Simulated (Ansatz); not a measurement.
Frontier orbitals of CH5FGeSiZn (`[F][Zn][GeH]1[CH2][SiH2]1`).

The species carries charge 0 and has multiplicity 1. For Zn the d shell is correlated and the shells below it are frozen. Correlated methods include outer-core shells of Ge, which these sets cover unevenly. Scalar relativity is left out up to krypton. Geometry: relaxed with PBE0-D4/def2-TZVP. It is one conformer, not always the lowest. Basis def2-TZVPP, Ansatz.

| functional | HOMO (eV) | LUMO (eV) | gap (eV) |
| --- | --- | --- | --- |
| LDA (SPW92) | -6.01 | -2.35 | 3.66 |
| PBE | -5.85 | -2.10 | 3.75 |
| PBE0 | -6.77 | -1.30 | 5.47 |
| r2SCANh | -6.39 | -1.58 | 4.81 |
| LC-ωPBE | -9.13 | 0.66 | 9.79 |
| ωB97M-V | -8.70 | 0.29 | 8.99 |
| HF | -8.72 | 1.34 | 10.06 |

(1) What is the vertical ionisation energy at frozen-core CCSD(T)/def2-TZVPP? (Estimate.)

Answers

(1) Computed: 8.64 eV (T1 of the cation 0.016).

A quarter of exact exchange (PBE0) shifts PBE's HOMO by −0.92 eV and its LUMO by +0.79 eV; full exchange at long range (ωB97M-V) shifts them by −2.85 and +2.39 eV. The gap opens from 3.75 to 8.99 eV, since occupied levels lose self-interaction and empty ones feel all the electrons. A positive LUMO is unbound and depends on the basis. −ε(HOMO) differs from that ionisation energy by −2.80 eV with PBE and +0.06 eV with ωB97M-V.

LC-ωPBE has ω = 0.4 bohr⁻¹.
